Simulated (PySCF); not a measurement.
Compound: 1-methylnaphthalene, C₁₁H₁₀.
SMILES: `c1(c2c(ccc1)cccc2)C`

Computed with PySCF at PBE0/pcSseg-1, non-relativistic, on one gas-phase PBE0-D3(BJ)/def2-SVP geometry that isn't relaxed in the solvent. The solvent is an IEF-PCM continuum (Bondi radii, 1.10 Å for H, scaled by 1.2). Only the electrostatic response of the medium enters.

| run | E − E(gas) (kJ/mol) | HOMO (eV) | HOMO–LUMO gap (eV) | dipole (D) |
| --- | --- | --- | --- | --- |
| gas | 0.00 | -6.24 | 5.03 | 0.39 |
| P | -6.79 | -6.24 | 5.04 | 0.46 |
| Q | -13.07 | -6.28 | 5.04 | 0.52 |

Question: The runs were made in chloroform and cyclohexane. Which run belongs to which solvent?

Answer: P = cyclohexane, Q = chloroform. The dielectric constants are 2.017 (cyclohexane), 4.711 (chloroform), and the energy falls further as ε rises. In this model the ground state sees the solvent through ε alone.

Question: How constant is the ratio of the lowering to (ε − 1)/(2ε + 1)?

Answer: 
```tsv
solvent	(ε − 1)/(2ε + 1)	E − E(gas) (kJ/mol)	ratio (kJ/mol)	polarisation term (kJ/mol)
cyclohexane	0.202	-6.79	-33.6	-7.15
chloroform	0.356	-13.07	-36.7	-14.39
```

The ratio changes by +9.2 % in size from cyclohexane to chloroform. The polarisation term is half the interaction of the solute with the induced surface charges.

Hardware: one thread of an Arm Neoverse V1 (shared host). Cost: 59 s wall, 1.3 GiB resident at most. This is the whole shielding run at PBE0/pcSseg-1 in chloroform, SCF included.
